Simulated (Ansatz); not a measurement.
Coupled-cluster diagnostics for (HBe-mu-NH2)2 (Be₂N₂H₆), Ansatz.

Geometry of the singlet (PBE0-D4/def2-TZVP):

```xyz
10

Be    0.766    0.112    0.813
H     1.898    0.355    1.521
N    -0.481    1.108    0.266
Be   -0.483    0.008   -1.013
H    -0.742    0.136   -2.339
N     0.245   -1.208   -0.099
H    -0.344    2.098    0.116
H    -1.314    1.022    0.841
H     0.896   -1.864   -0.507
H    -0.441   -1.767    0.402
```

Correlated methods freeze 2 core orbitals.

Q: Estimate the CCSD(T) correlation energy, the shares of MP2 and (T), T1 and the reference's ⟨S²⟩ for: charge 0, singlet, own geometry in def2-TZVPP; charge 0, singlet, own geometry in def2-TZVPD; charge -1, doublet, vertical in def2-TZVPD; and the rough time on 4 threads of Intel Xeon on a shared host.

A: 
```csv
state,basis,correlation (eV),MP2 share (%),(T) share (%),T1,⟨S²⟩ (pure),wall time,remarks
"charge 0, singlet, own geometry",def2-TZVPP,-18.072,91.0,2.9,0.008,0.00 (0.00),40 s,–
"charge 0, singlet, own geometry",def2-TZVPD,-17.775,90.6,3.0,0.008,0.00 (0.00),32 s,–
"charge -1, doublet, vertical",def2-TZVPD,-18.082,90.4,3.1,0.019,0.75 (0.75),6.8 min,HOMO above zero
```
Customary marks for T1 are 0.02 (closed shells), 0.045 (open shells) and about 0.05 (3d metals). T1 stays under 0.02 throughout.
